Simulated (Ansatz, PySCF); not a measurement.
CH2O. Atoms are numbered in the order given.

```xyz
4

C      0.2257     0.7051     0.0000
O     -0.1553    -0.5468     0.0000
H      0.6325    -1.1094     0.0000
H     -0.7443     1.2528     0.0000
```
Charge 0, spin multiplicity 1.

Geometry: ωB97X-D3(BJ)/def2-TZVPD.

Vertical ionisation energy (IE) and electron affinity (EA) in eV. Rows of orbital energies are one-electron estimates. Where ΔSCF, EOM or ADC give a negative EA the extra electron is unbound and the value depends on the basis.

```
level                                                                   IE     EA
--------------------------------------------------------------------  ----  -----
−ε(HOMO), −ε(LUMO), B3LYP/def2-TZVPD (PySCF)                          6.31   1.87
−ε(HOMO), −ε(LUMO), r2SCAN/def2-TZVPD (PySCF)                         5.30   2.51
−ε(HOMO), −ε(LUMO), PBE/def2-TZVPD (PySCF)                            5.03   2.85
EOM-CCSD/aug-cc-pVDZ (PySCF)                                          9.38  -0.73
ADC(2)/aug-cc-pVDZ (PySCF)                                            8.95  -0.76
ΔSCF, PBE0/def2-TZVPD (Ansatz), final states of multiplicity 2 and 2  9.35  -0.77
ΔSCF, PBE/def2-TZVPD (Ansatz), final states of multiplicity 2 and 2   9.28  -0.65
```

Task: What vertical singlet–triplet gap does ΔSCF give with PBE0/def2-TZVPD (Ansatz, an electronic-structure program) and with PBE/def2-TZVPD (Ansatz)? (Estimate from the structure and the level; the computed values follow.)

Result: 1.26 and 1.36 eV (triplet above singlet where positive).

Task: Give the lowest 1s main lines (those of the lightest heavy element) from CVS-ADC(2)-x/aug-cc-pVDZ (PySCF, non-relativistic), with pole strengths. (An estimate is asked for; the answer gives what the named calculation found.)

Result: 295.6 eV (1.50).

Task: Beyond the first one, list the lowest photoelectron lines from ADC(2)/aug-cc-pVDZ run with PySCF 2.14.0 with their pole strengths (two spins summed). (Estimate from the structure and the level; the computed values follow.)

Result: 13.92 eV (1.75), 15.48 eV (1.71), 16.00 eV (1.81).
